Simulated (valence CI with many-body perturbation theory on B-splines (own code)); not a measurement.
**Sn⁴⁵⁺: electric-dipole lines**

Level of theory: valence CI with perturbative core correlation (CI+MBPT): three valence electrons over a frozen Dirac-Fock core [He], radial functions for each j: 11 s, 11 p, 9 d, 7 f, 5 g, 2 h, 1 i, with the one-electron correlation potential Σ1, the two-electron term Σ2, the three-electron term Σ3, Breit, model QED; selected CI, second order for the rest (own B-spline code, finite nucleus).

No measured spectrum was set against this ion. As an estimate, large intervals hold to a few tenths of a per cent, small ones and those within an open d or f shell to about a per cent.

Lines 101 to 150 of 275 in falling wavelength, among levels below 373.98 Ry, chosen from the strongest by gf and those to the six lowest levels. Wavelengths and rates use the calculated energies. Electric multipoles are in the length gauge, E1 and E2 with the static RPA response of the core. Weak lines are less certain than strong ones. Lines between different terms over intervals too small for the method are left out, as are lines whose strength nearly cancels. The highest levels of a list are the least certain.

Levels are named by their leading jj configuration (3d3/2^4 stands for four electrons in 3d with j = 3/2), which in mixed levels can hold well under half, so a name can repeat and another be missing. Letters in brackets count levels of one name in rising energy.

```
λ vac (Å)                          Upper                       Lower   A (s⁻¹)  log gf  Branch %
    3.021        (2s 2p3/2 3s) J=3/2 [a]          (2s 2p3/2^2) J=5/2  2.87e+13   -0.80      52.8
    3.020        (2s 2p1/2 3s) J=1/2 [a]  (2s 2p1/2 2p3/2) J=3/2 [a]  3.30e+13   -1.04      76.0
    3.018                (2s^2 3s) J=1/2          (2s^2 2p3/2) J=3/2  3.44e+13   -1.03      72.0
    3.017             (2s^2 3p3/2) J=3/2      (2s 2p1/2 2p3/2) J=5/2  6.51e+12   -1.45      34.6
    3.012            (2s 2p1/2 3s) J=3/2  (2s 2p1/2 2p3/2) J=3/2 [a]  1.57e+12   -2.07       4.6
    2.996             (2s^2 3p3/2) J=3/2  (2s 2p1/2 2p3/2) J=3/2 [a]  1.17e+12   -2.20       6.2
    2.961     (2s 2p1/2 3d3/2) J=3/2 [a]  (2s 2p1/2 2p3/2) J=3/2 [b]  1.81e+13   -1.02      24.2
    2.951      (2p1/2 2p3/2 3d5/2) J=3/2       (2p1/2 2p3/2^2) J=1/2  3.29e+13   -0.77       9.0
    2.949         (2s 2p1/2 3d3/2) J=5/2  (2s 2p1/2 2p3/2) J=3/2 [b]  1.21e+12   -2.02       1.5
    2.945     (2s 2p3/2 3d5/2) J=5/2 [a]          (2s 2p3/2^2) J=3/2  2.95e+13   -0.64      11.5
    2.943          (2p1/2^2 3d3/2) J=3/2       (2p1/2^2 2p3/2) J=3/2  5.08e+13   -0.58      90.8
    2.942     (2s 2p3/2 3d5/2) J=3/2 [a]          (2s 2p3/2^2) J=3/2  4.94e+13   -0.59      21.7
    2.941     (2s 2p3/2 3d5/2) J=3/2 [a]          (2s 2p3/2^2) J=1/2  5.53e+13   -0.54      24.3
    2.941         (2s 2p1/2 3d3/2) J=1/2  (2s 2p1/2 2p3/2) J=3/2 [b]  1.01e+13   -1.58       1.9
    2.939     (2s 2p1/2 3d5/2) J=5/2 [a]  (2s 2p1/2 2p3/2) J=3/2 [b]  2.26e+13   -0.76       7.5
    2.939     (2s 2p1/2 3d3/2) J=3/2 [b]  (2s 2p1/2 2p3/2) J=3/2 [b]  1.50e+13   -1.11       3.8
    2.930         (2s 2p3/2 3d5/2) J=1/2          (2s 2p3/2^2) J=1/2  3.06e+14   -0.10      89.2
    2.929     (2s 2p1/2 3d3/2) J=3/2 [a]      (2s 2p1/2 2p3/2) J=5/2  1.49e+12   -2.12       2.0
    2.927      (2p1/2 2p3/2 3d5/2) J=3/2       (2p1/2 2p3/2^2) J=5/2  3.82e+13   -0.71      10.5
    2.927  (2p1/2 2p3/2 3d5/2) J=5/2 [a]       (2p1/2 2p3/2^2) J=5/2  1.00e+14   -0.11      31.2
    2.923  (2p1/2 2p3/2 3d3/2) J=5/2 [b]       (2p1/2 2p3/2^2) J=3/2  3.16e+13   -0.61      10.3
    2.922         (2s 2p1/2 3d5/2) J=3/2      (2s 2p1/2 2p3/2) J=1/2  2.24e+14    0.06      78.6
    2.922          (2p1/2^2 3d5/2) J=5/2       (2p1/2^2 2p3/2) J=3/2  2.66e+14    0.31      99.6
    2.921         (2s 2p1/2 3d5/2) J=3/2  (2s 2p1/2 2p3/2) J=3/2 [b]  4.82e+13   -0.61      16.9
    2.921     (2s 2p1/2 3d5/2) J=5/2 [b]  (2s 2p1/2 2p3/2) J=3/2 [b]  2.32e+14    0.25      81.5
    2.920  (2p1/2 2p3/2 3d3/2) J=3/2 [b]       (2p1/2 2p3/2^2) J=3/2  4.62e+13   -0.63      19.4
    2.918  (2p1/2 2p3/2 3d5/2) J=5/2 [b]       (2p1/2 2p3/2^2) J=5/2  1.46e+14    0.05      30.8
    2.917         (2s 2p1/2 3d3/2) J=5/2      (2s 2p1/2 2p3/2) J=5/2  4.68e+13   -0.45      58.4
    2.917     (2s 2p3/2 3d3/2) J=3/2 [b]          (2s 2p3/2^2) J=3/2  7.68e+13   -0.41      21.3
    2.916     (2s 2p3/2 3d3/2) J=3/2 [b]          (2s 2p3/2^2) J=1/2  8.15e+13   -0.38      22.6
    2.916     (2s 2p3/2 3d3/2) J=5/2 [a]          (2s 2p3/2^2) J=5/2  1.90e+13   -0.84       5.5
    2.914      (2p1/2 2p3/2 3d5/2) J=3/2       (2p1/2 2p3/2^2) J=3/2  1.50e+14   -0.12      41.4
    2.914     (2s 2p3/2 3d3/2) J=3/2 [a]          (2s 2p3/2^2) J=5/2  4.11e+13   -0.68      10.2
    2.914  (2p1/2 2p3/2 3d5/2) J=5/2 [a]       (2p1/2 2p3/2^2) J=3/2  1.53e+14    0.07      47.4
    2.914     (2s 2p3/2 3d3/2) J=1/2 [b]          (2s 2p3/2^2) J=3/2  4.89e+13   -0.90      16.6
    2.913         (2s 2p3/2 3d3/2) J=7/2          (2s 2p3/2^2) J=5/2  1.12e+13   -0.94       4.0
    2.909     (2s 2p1/2 3d3/2) J=3/2 [a]  (2s 2p1/2 2p3/2) J=3/2 [a]  2.41e+13   -0.91      32.3
    2.908     (2s 2p1/2 3d5/2) J=5/2 [a]      (2s 2p1/2 2p3/2) J=5/2  2.46e+13   -0.73       8.2
    2.907     (2s 2p1/2 3d3/2) J=3/2 [b]      (2s 2p1/2 2p3/2) J=5/2  1.23e+13   -1.21       3.1
    2.907         (2s 2p1/2 3p1/2) J=3/2          (2s^2 2p3/2) J=3/2  7.89e+12   -1.40       3.2
    2.905  (2p1/2 2p3/2 3d5/2) J=5/2 [b]       (2p1/2 2p3/2^2) J=3/2  3.08e+14    0.37      65.0
    2.902     (2s 2p3/2 3d5/2) J=5/2 [b]          (2s 2p3/2^2) J=3/2  4.41e+14    0.52      97.9
    2.900     (2s 2p3/2 3d5/2) J=3/2 [b]          (2s 2p3/2^2) J=3/2  1.09e+14   -0.26      35.0
    2.900     (2s 2p3/2 3d5/2) J=3/2 [b]          (2s 2p3/2^2) J=1/2  1.97e+14    0.00      63.3
    2.899             (2s^2 3d3/2) J=3/2          (2s^2 2p3/2) J=3/2  4.82e+13   -0.61      29.8
    2.898     (2s 2p3/2 3d5/2) J=5/2 [a]          (2s 2p3/2^2) J=5/2  2.23e+14    0.23      87.0
    2.897         (2s 2p1/2 3d3/2) J=5/2  (2s 2p1/2 2p3/2) J=3/2 [a]  3.18e+13   -0.62      39.6
    2.897         (2s 2p1/2 3d5/2) J=7/2      (2s 2p1/2 2p3/2) J=5/2  2.80e+14    0.45     100.0
    2.895     (2s 2p3/2 3d5/2) J=3/2 [a]          (2s 2p3/2^2) J=5/2  4.61e+13   -0.64      20.2
    2.891     (2s 2p3/2 3d5/2) J=7/2 [a]          (2s 2p3/2^2) J=5/2  4.23e+14    0.63      94.5
```

**Question.** How does gf follow from A for the line at 2.949 Å?

**Answer.** gf = 1.4992 × (2J+1)_upper × A / σ², with σ = 33911209 cm⁻¹ and 2J+1 = 6: gf = 0.00945.
